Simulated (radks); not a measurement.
Problem. All-electron atom: Ga IV in [Ar] 3d10. Method: scalar-relativistic Kohn-Sham, SCAN, spin-polarised, spherical densities, finite nucleus; meta-GGA in the generalised Kohn-Sham scheme; Fermi nuclear charge, rms radius 3.9973 fm; computed with a radial shooting solver on a logarithmic mesh with Libxc functionals. Some entries of the table are withheld. Estimate them.

orbital  occ.  eigenvalue (hartree)  r(max) (bohr)  <r^2> (bohr^2)
1s          2             -378.2959        0.03179             (1)
2s          2                   (2)         0.1822         0.05583
2p          6                   (3)            (4)         0.04457
3s          2                   (5)            (6)          0.4889
3p          6              -4.97904         0.5679          0.5412
3d         10              -1.94240         0.5358          0.7848

Solution. 
(1) 1s <r^2> (bohr^2): 0.003180
(2) 2s eigenvalue (hartree): -48.06609
(3) 2p eigenvalue (hartree): -41.92278
(4) 2p r(max) (bohr): 0.1465
(5) 3s eigenvalue (hartree): -6.85825
(6) 3s r(max) (bohr): 0.5648
